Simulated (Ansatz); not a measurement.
`C[O][W]([OH])([F])([Cl])([Cl])[O]C`. Total charge 0; spin multiplicity 1. W takes the def2 core potential.

Cartesian coordinates in Å:
```
C 2.016 0.829 -1.741
O 1.122 0.711 -0.667
W -0.479 -0.140 -0.380
O 0.447 -1.746 -0.785
F -0.877 0.178 -2.188
Cl -2.375 -1.543 -0.332
Cl -1.844 1.728 -0.014
O -0.340 -0.217 1.441
C -0.965 0.008 2.667
H 2.760 1.588 -1.496
H 2.504 -0.138 -1.894
H 1.467 1.108 -2.644
H -0.052 -2.560 -0.899
H -1.710 -0.775 2.832
H -1.460 0.983 2.640
H -0.215 -0.016 3.459
```

What are the harmonic wavenumbers in cm⁻¹ at PBE0-D4/def2-TZVP (Ansatz, finite differences of forces, unscaled)? (Estimate.)

Computed: 34, 49, 98, 106, 113, 116, 130, 157, 200, 219, 264, 291, 308, 321, 336, 357, 361, 433, 583, 596, 638, 683, 750, 1132, 1160, 1166, 1173, 1179, 1199, 1456, 1460, 1473, 1474, 1476, 1478, 3034, 3039, 3116, 3120, 3138, 3147, 3872.

Is this a minimum?

Yes, all 42 modes are real.

Give the ideal-gas thermochemistry at 298.15 K and 1 bar (rigid rotor, harmonic oscillator; point group C1, symmetry number 1).

Zero-point energy 271.8 kJ/mol; H(298) − E = 310.2 kJ/mol; entropy 501.5 J/(mol·K), of which translation 182.0, rotation 128.4, vibration 191.0; G(298) − E = 160.7 kJ/mol. Modes under 100 cm⁻¹ are hindered rotations or soft bends, so the harmonic entropy is rough.

And at 400, 500, 600, 800 and 1000 K?


```csv
T (K),H − E (kJ/mol),S (J/mol/K),G − E (kJ/mol)
400,331.5,562.5,106.5
500,354.7,614.4,47.6
600,380.0,660.3,-16.2
800,435.0,739.2,-156.4
1000,494.6,805.6,-311.1
```

Rotational constants (cm⁻¹)?

0.03406, 0.02628, 0.02407.
